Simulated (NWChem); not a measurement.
Molecule: C₄H₇F; SMILES C1[C@@H]([C@H]1C)F

All runs: NWChem. Structure relaxed at the B3LYP/6-31G* (spherical d) level. COSMO at PBE0/def2-SVP, default radii, gas-phase geometry; f = (ε − 1)/ε scales the surface charges.

```
row            f  electrostatic solvation energy (kcal/mol)
--------  ------  -----------------------------------------
ε = 3.9   0.7436                                      -1.99
ε = 4.8   0.7917                                      -2.13
ε = 7.6   0.8684                                   withheld
ε = 37.5  0.9733                                      -2.68
ε = 78.4  0.9872                                      -2.72
```

Problem. Fit a straight line of the last column on the one before it, predict the withheld value, and compare with the run.

Solution. 
1. Means of the 4 shown rows: x = 0.87395, y = -2.380. Slope Σ(x − x̄)(y − ȳ)/Σ(x − x̄)² = -0.1397/0.04645 = -3.008; intercept 0.249.
2. The shown rows scatter about the line by 0.002 (root mean square); the largest residual is 0.00, at ε = 4.8.
3. At x = 0.8684 (ε = 7.6; inside the shown range) the line gives -2.36.
4. The run gives -2.36, 0.00 from the line.
